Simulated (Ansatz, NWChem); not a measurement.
ZrO2 (zirconia): the HOMO–LUMO gap, rung by rung

ZrO2: 3 atoms, total charge 0, spin state singlet. As SMILES, `[O]=[Zr]=[O]`. The coordinates come from a PBE0-D4/def2-TZVP relaxation.

```xyz
3

O     0.6545    1.2525    0.3884
Zr    0.3485   -0.4817    0.3518
O    -1.0030   -0.7708   -0.7401
```

Quantity: the HOMO–LUMO gap, in eV. The values are calculated.

```json
{"level": "HF/def2-TZVP (core potential)", "kind": "Hartree–Fock", "program": "NWChem", "value (eV)": "9.26"}
{"level": "SVWN5/def2-TZVP (core potential)", "kind": "LDA", "program": "NWChem", "value (eV)": "1.79"}
{"level": "BLYP/def2-TZVP (core potential)", "kind": "GGA", "program": "Ansatz", "value (eV)": "1.56"}
{"level": "PBE/def2-TZVP (core potential)", "kind": "GGA", "program": "Ansatz", "value (eV)": "1.74"}
{"level": "CAM-B3LYP/def2-TZVP (core potential)", "kind": "range-separated hybrid", "program": "Ansatz", "value (eV)": "5.86"}
{"level": "wB97M-V/def2-TZVP (core potential)", "kind": "range-separated hybrid", "program": "Ansatz", "value (eV)": "7.31"}
{"level": "wB97X/def2-TZVP (core potential)", "kind": "range-separated hybrid", "program": "Ansatz", "value (eV)": "8.08"}
{"level": "B2PLYP/def2-TZVP (core potential)", "kind": "double hybrid", "program": "Ansatz", "value (eV)": "5.81"}
```

The values span 1.56 to 9.26 eV. Orbital gaps aren't excitation energies, and those of double hybrids come from the SCF part alone; they tend to grow with the share of exact exchange.
